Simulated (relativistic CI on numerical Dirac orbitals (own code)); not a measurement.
# Hyperfine structure of Pt XXX, mass number 195

Calculated at this level of theory: Dirac-Coulomb-Breit CI, separate exchange-only KLI orbitals for each configuration, model QED (radiative potential, 1s self-energy scaled to tabulated hydrogen-like ionisation energies), unscaled Slater integrals (own radial code, finite nucleus).

CI space (outside the closed core [Ar] 3d10): 4s²4p⁶4d¹⁰4f³, 4s²4p⁶4d⁹4f⁴, 4s²4p⁶4d¹⁰4f²5s, 4s²4p⁶4d¹⁰4f²5p, 4s²4p⁶4d¹⁰4f5s², 4s²4p⁵4d¹⁰4f⁴, 4s²4p⁶4d¹⁰4f5s5p, 4s²4p⁶4d¹⁰4f²5d, 4s²4p⁶4d¹⁰4f5p², 4s²4p⁶4d¹⁰4f5s5d, 4s4p⁶4d¹⁰4f⁴, 4s²4p⁶4d⁹4f²5s², 4s²4p⁶4d¹⁰4f²5f, 4s²4p⁶4d¹⁰4f²6s, 4s²4p⁶4d¹⁰4f5d², 4s²4p⁶4d¹⁰4f²6p. Levels of other configurations are missing.

Nuclear spin I = 1/2, μ = 0.6073 μN (tables of Stone and Pyykkö). The electronic factors are computed for point nuclear moments, without core polarisation or the Bohr-Weisskopf and QED corrections.

```tsv
Level	E (cm⁻¹)	A (MHz)
4s²4p⁶4d¹⁰4f³ ⁴I°9/2	0.0	6633
4s²4p⁶4d¹⁰4f³ ⁴I°11/2	30554.0	5127
4s²4p⁶4d¹⁰4f³ ⁴F°3/2	42791.5	6978
4s²4p⁶4d¹⁰4f³ ⁴I°13/2	54462.8	4510
4s²4p⁶4d¹⁰4f³ ⁴F°5/2	62421.1	5462
4s²4p⁶4d¹⁰4f³ ⁴G°5/2	72417.6	6044
4s²4p⁶4d¹⁰4f³ ⁴I°15/2	73764.4	4272
4s²4p⁶4d¹⁰4f³ ⁴G°7/2	86769.8	4351
```

Levels with J = 0, under 50 % of one LS term, or S terms without an open s electron are left out. Small factors come from cancelling terms and can be off by tens of per cent or more.

At this charge energies of transitions that change n are usually good to better than 1 %, and those within a shell (Δn = 0) to a few per cent. Terms inside the open d or f shell come out 10 to 20 % too wide with unscaled integrals.

Give the hyperfine levels of 4s²4p⁶4d¹⁰4f³ ⁴I°9/2 relative to its centre of gravity.

With K = F(F + 1) − I(I + 1) − J(J + 1), E = AK/2: F = 4: -18240, F = 5: 14920 MHz.

LS names give the leading component of a level, which can be under half, so a name can repeat, a term be missing and a line seem to break the LS rules.
